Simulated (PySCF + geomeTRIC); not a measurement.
[Hf(OCH3)2(Br)2] (charge 0, multiplicity 1), BP86-D3(BJ)/def2-SVP run with PySCF + geomeTRIC. The calculation was stopped at its time limit.

```python
import json, numpy as np
from pyscf import gto, dft
from fastk import lowrank_exchange
atoms = """
Hf    -0.142675    -0.141517    -0.145787
O      0.651109    -1.781345     0.084224
C      1.549625    -2.027441     1.123282
H      2.575492    -1.782234     0.809374
H      1.521181    -3.090404     1.390297
H      1.297397    -1.437101     2.023306
O     -1.425834     0.268093     1.102756
C     -1.172555     0.077753     2.458579
H     -1.182716    -0.994508     2.713050
H     -1.952574     0.572411     3.048727
H     -0.199863     0.521461     2.744203
Br     1.677056     1.437279     0.325120
Br    -1.028876     0.121724    -2.406015
"""
def scf(charge, spin, dm0=None):
    mol = gto.M(atom=atoms, basis='def2-svp', ecp={'Hf': 'def2-svp'}, charge=charge, spin=spin, verbose=3, max_memory=10080)
    mf = dft.KS(mol, xc='bp86').density_fit(auxbasis="def2-universal-jkfit")
    mf.disp = 'd3bj'
    mf.grids.level = 3
    mf.conv_tol = 1e-8
    mf.max_cycle = 120
    mf.level_shift = 0.25
    mf.kernel(dm0)
    if not mf.converged:
        mf = mf.newton().run(mf.mo_coeff, mf.mo_occ).undo_soscf()
    return mf
mf = scf(0, 0)
from pyscf.geomopt.geometric_solver import kernel as optimize
path = []
done, mol = optimize(mf, maxsteps=120, assert_convergence=False, callback=lambda env: path.append((env["energy"], bool(env["g_scanner"].converged))))
res = dict(converged=bool(done and path[-1][1]), energy=path[-1][0], path=[e for e, c in path], xyz=mol.atom_coords(unit="Angstrom").tolist(), nao=mol.nao)
json.dump(res, open("result.json", "w"))
```

The last lines of the output:

```
Step   34 : Displace = 1.314e-03/2.574e-03 (rms/max) Trust = 1.364e-03 (=) Grad = 3.228e-04/9.435e-04 (rms/max) E (change) = -5426.7352200055 (-1.850e-06) Quality = 0.332
Step   35 : Displace = 1.334e-03/2.704e-03 (rms/max) Trust = 1.364e-03 (=) Grad = 3.029e-04/8.925e-04 (rms/max) E (change) = -5426.7352211698 (-1.164e-06) Quality = 0.218
Step   36 : Displace = 8.325e-04/1.590e-03 (rms/max) Trust = 6.668e-04 (-) Grad = 3.024e-04/8.906e-04 (rms/max) E (change) = -5426.7352213126 (-1.428e-07) Quality = 0.087
Step   37 : Displace = 4.112e-04/6.268e-04 (rms/max) Trust = 3.334e-04 (-) Grad = 3.014e-04/8.961e-04 (rms/max) E (change) = -5426.7352213021 (+1.044e-08) Quality = -0.020
Step   38 : Displace = 1.827e-04/2.936e-04 (rms/max) Trust = 1.667e-04 (-) Grad = 3.037e-04/8.982e-04 (rms/max) E (change) = -5426.7352212720 (+3.016e-08) Quality = -0.126
Step   39 : Displace = 1.073e-04/1.617e-04 (rms/max) Trust = 1.000e-04 (-) Grad = 3.027e-04/8.998e-04 (rms/max) E (change) = -5426.7352212554 (+1.657e-08) Quality = -0.116
Step   40 : Displace = 1.048e-04/1.656e-04 (rms/max) Trust = 1.000e-04 (=) Grad = 3.043e-04/9.008e-04 (rms/max) E (change) = -5426.7352212359 (+1.956e-08) Quality = -0.135
Step   41 : Displace = 1.081e-04/1.647e-04 (rms/max) Trust = 1.000e-04 (=) Grad = 3.035e-04/9.024e-04 (rms/max) E (change) = -5426.7352212202 (+1.562e-08) Quality = -0.101
Step   42 : Displace = 1.055e-04/1.653e-04 (rms/max) Trust = 1.000e-04 (=) Grad = 3.051e-04/9.032e-04 (rms/max) E (change) = -5426.7352212000 (+2.029e-08) Quality = -0.130
Step   43 : Displace = 1.074e-04/1.647e-04 (rms/max) Trust = 1.000e-04 (=) Grad = 3.041e-04/9.047e-04 (rms/max) E (change) = -5426.7352211857 (+1.421e-08) Quality = -0.086
Step   44 : Displace = 1.053e-04/1.642e-04 (rms/max) Trust = 1.000e-04 (=) Grad = 3.059e-04/9.054e-04 (rms/max) E (change) = -5426.7352211632 (+2.256e-08) Quality = -0.135
Step   45 : Displace = 1.066e-04/1.652e-04 (rms/max) Trust = 1.000e-04 (=) Grad = 3.046e-04/9.068e-04 (rms/max) E (change) = -5426.7352211499 (+1.330e-08) Quality = -0.076
Step   46 : Displace = 1.049e-04/1.628e-04 (rms/max) Trust = 1.000e-04 (=) Grad = 3.059e-04/9.075e-04 (rms/max) E (change) = -5426.7352211362 (+1.371e-08) Quality = -0.077
Step   47 : Displace = 1.058e-04/1.653e-04 (rms/max) Trust = 1.000e-04 (=) Grad = 3.050e-04/9.087e-04 (rms/max) E (change) = -5426.7352211164 (+1.980e-08) Quality = -0.104
```
